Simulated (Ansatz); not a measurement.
The cluster Te4Pb2⁺. Charge 1, multiplicity 2. Geometry PBE-D4/def2-SVP; atoms count from 1.

```xyz
6

Pb    2.083    1.054   -0.043
Pb   -1.562   -0.415    1.684
Te   -1.962    0.123   -1.261
Te   -0.872    2.173    0.240
Te    1.282   -1.671    1.052
Te    1.033   -1.264   -1.671
```

In the def2 sets Pb, Te take a core potential; there is no spin–orbit coupling. The structure comes from a short search, and lower isomers may exist.

(1) Estimate the Mulliken populations from the PBE0/def2-TZVP orbitals of Ansatz.

(2) Where does the spin sit?

(3) And the Mayer bond orders between bonded heavy atoms (over 0.3)?

## Answers

(1) 
| atom | charge (e) | spin (α − β) |
| --- | --- | --- |
| Pb1 | 0.56 | 0.10 |
| Pb2 | 0.56 | 0.10 |
| Te3 | 0.03 | 0.45 |
| Te4 | -0.09 | -0.05 |
| Te5 | -0.09 | -0.05 |
| Te6 | 0.03 | 0.45 |
Mulliken values and Mayer orders depend strongly on the basis.

(2) Summed by element: Pb 0.19, Te 0.81, of 1 unpaired in all. Largest on single atoms: Te3 0.45, Te6 0.45, Pb1 0.10.

(3) Pb1–Te4 0.63 (3.17 Å); Pb1–Te5 0.72 (3.04 Å); Pb1–Te6 0.79 (3.02 Å); Pb2–Te3 0.79 (3.02 Å); Pb2–Te4 0.72 (3.04 Å); Pb2–Te5 0.63 (3.17 Å); Te3–Te4 1.11 (2.76 Å); Te3–Te6 0.50 (3.33 Å); Te5–Te6 1.11 (2.76 Å).
